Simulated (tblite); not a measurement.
Compound: C7H6N2 (charge -1 and doublet state).
Atom-mapped SMILES: `[CH2:1]=[C:2]1[CH2:3][C:4]([C:5]=[N-:6])([C:7]#[N:8])[CH2:9]1` (hydrogens: H10, H11 on C1; H12, H13 on C3; H14, H15 on C9)

Computed values, GFN2-xTB/tblite, gas phase, harmonic and unscaled. The method is semi-empirical: single wavenumbers can be off by several per cent or more. Open shells enter through the occupations alone, without spin polarisation, and single modes of such species can be off by tens of per cent.

Harmonic wavenumbers (cm⁻¹): 44.2, 82.4, 109.7, 135.0, 136.0, 261.1, 316.9, 342.3, 365.1, 434.0, 507.1, 529.3, 559.5, 593.8, 756.1, 823.9, 848.8, 930.1, 932.2, 967.3, 1014.7, 1022.8, 1120.7, 1142.0, 1202.2, 1219.6, 1224.8, 1408.8, 1456.9, 1462.5, 1626.9, 2124.2, 2221.3, 2825.7, 2849.3, 2895.5, 2897.9, 3077.0, 3096.0.

A = 2806, B = 1248, C = 1011 MHz; mass 118.053 u (most abundant isotopes); point group C2v, symmetry number 2; spin multiplicity 2.

Problem. What is the zero-point energy?

Solution. Half the sum of the wavenumbers: 22782 cm⁻¹ = 65.14 kcal/mol.

Problem. What is S at 400 K and 1 bar for an ideal gas of classical rigid rotors and harmonic oscillators?

Solution. Translation 41.70, rotation 28.40, vibration 36.87, spin (R ln 2) 1.38: S = 108.3 cal/(mol K).

Problem. And Cp and H(400 K) − H(0)?

Solution. Cp = 43.18 cal/(mol K), of which vibrations give 35.23 (their classical limit is 39 R = 77.5); H(400 K) − H(0) = 10.69 kcal/mol without the zero-point energy, 7.51 from vibrations.

Problem. Which modes carry the vibrational entropy at 400 K?

Solution. 44.2 cm⁻¹: 5.64; 82.4 cm⁻¹: 4.41; 109.7 cm⁻¹: 3.85; 135.0 cm⁻¹: 3.44; 136.0 cm⁻¹: 3.43; 261.1 cm⁻¹: 2.18 cal/(mol K); the other 33 give 13.91 together.

Problem. Blend soft modes into free rotors: weight 1/[1 + (100 cm⁻¹/ν̃)⁴] for the oscillator and the rest for a rotor with moment μB/(μ + B), μ = h/(8π²ν), B = 10⁻⁴⁴ kg m². What vibrational entropy results?

Solution. 33.92 cal/(mol K) in place of 36.87, which changes −T·S at 400 K by +1.18 kcal/mol.

Hindered rotation and anharmonicity are outside this model.

On one thread, Arm Neoverse V2 (aarch64) (shared host), this took 0.44 s wall. This covers the Hessian and the dipole derivatives.
